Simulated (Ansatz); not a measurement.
Relaxation of a periodic cell of 30 atoms, H₂₀CO₉ (contents 8 H2O + 1 CH3OH, density as packed 0.87 g/cm³ with natural masses), to a largest force component of 0.3 eV/Å in at most 15 steps.

Computed with DFT PBE-D3(BJ), scalar-relativistic, plane waves, PAW in Ansatz 0.2.0. Settings: accuracy low, cutoff 420 eV, k mesh 1x1x1, fermi-dirac smearing 0.02 eV, no spin polarisation.

```xyz
30
Lattice="6.9638 0.0000 0.0000 0.0000 6.9638 0.0000 0.0000 0.0000 6.9638" Properties=species:S:1:pos:R:3:forces:R:3
O 0.398 3.547 5.155 0.11 -0.42 -0.02
H -0.288 4.105 4.761 0.13 -0.22 -0.13
H 1.098 3.529 4.485 -0.09 0.04 -0.16
O 0.783 3.771 1.910 0.44 0.30 0.67
H 0.603 4.202 1.061 -0.14 -0.19 -0.26
H 1.622 3.309 1.764 0.02 -0.09 -0.27
O 5.662 2.505 0.427 0.87 0.48 0.43
H 5.225 3.370 0.411 -0.04 -0.05 -0.01
H 5.479 2.134 -0.449 -0.21 -0.15 0.24
O 2.802 6.816 4.261 -0.31 -0.01 -0.36
H 2.722 7.538 3.620 0.20 0.17 -0.01
H 2.173 6.151 3.944 -0.20 -0.16 0.17
O 4.276 4.723 4.929 0.10 -0.57 0.33
H 4.109 5.033 4.026 -0.11 0.21 0.02
H 4.673 3.848 4.807 0.08 -0.21 -0.05
O 6.813 6.250 5.831 0.16 0.22 0.40
H 7.256 7.034 5.473 0.02 0.15 0.08
H 6.548 5.752 5.044 -0.19 0.38 0.28
O 3.571 1.628 6.231 -0.32 0.53 -0.53
H 3.618 2.351 5.588 -0.27 0.01 -0.18
H 3.804 0.841 5.716 -0.13 -0.20 -0.22
O 3.377 6.946 1.163 -0.04 -0.45 0.49
H 2.623 6.807 1.754 -0.10 -0.19 -0.23
H 3.180 6.388 0.396 -0.14 0.00 -0.09
C 5.884 6.457 2.757 -0.12 0.47 -0.36
O 5.601 7.805 3.114 0.21 -0.22 0.43
H 4.972 5.892 2.950 0.05 0.04 -0.28
H 6.404 8.323 2.948 -0.17 0.22 -0.27
H 6.140 6.353 1.696 -0.07 0.03 -0.08
H 6.693 6.028 3.360 0.24 -0.12 -0.03
```

Where does it end, and by what steps?

It converged. The threshold is loose, so the end isn't yet a minimum. Limits of this set-up: coarse k mesh, low accuracy level. After 14 steps the energy has fallen by 4.325 eV; H23 moved furthest, 1.24 Å.

| step | energy less start (eV) | largest force component (eV/Å) | accepted |
| --- | --- | --- | --- |
| 0 | 0.0000 | 0.866 | yes |
| 1 | -0.7874 | 1.674 | yes |
| 2 | -1.3049 | 2.474 | yes |
| 3 | -1.8026 | 1.316 | yes |
| 4 | -2.2250 | 1.561 | yes |
| 5 | -2.6558 | 1.104 | yes |
| 6 | -3.0499 | 0.795 | yes |
| 7 | -3.3594 | 1.408 | yes |
| 8 | -3.6060 | 1.154 | yes |
| 9 | -3.8211 | 0.853 | yes |
| 10 | -3.9622 | 0.675 | yes |
| 11 | -4.0938 | 0.639 | yes |
| 12 | -4.1704 | 0.540 | yes |
| 13 | -4.2522 | 0.485 | yes |
| 14 | -4.3245 | 0.295 | yes |

```xyz
30
Lattice="6.9638 0.0000 0.0000 0.0000 6.9638 0.0000 0.0000 0.0000 6.9638" Properties=species:S:1:pos:R:3
O 1.023 2.812 4.441
H 0.393 3.207 5.078
H 1.033 3.411 3.655
O 1.086 3.895 1.767
H 0.284 3.620 1.252
H 1.790 3.313 1.434
O 5.911 3.137 0.105
H 5.426 3.853 -0.374
H 5.267 2.391 0.055
O 2.825 6.392 4.459
H 2.766 6.536 3.483
H 1.896 6.242 4.783
O 4.815 4.685 5.103
H 4.054 5.303 4.891
H 4.679 3.916 4.524
O 7.232 6.294 5.515
H 6.795 7.023 4.999
H 6.553 5.591 5.419
O 3.300 1.480 6.318
H 2.677 2.119 5.911
H 3.328 0.781 5.614
O 2.657 6.476 1.631
H 1.992 5.814 1.361
H 2.712 7.132 0.905
C 6.120 7.052 2.573
O 6.011 7.973 3.678
H 5.189 6.478 2.544
H 6.799 8.576 3.693
H 6.242 7.577 1.611
H 6.963 6.354 2.711
```

Time of the run: 11 s on 1 thread of AMD EPYC 9R45 96-Core Processor (Zen 5) (shared host), peak memory 0.45 GiB.
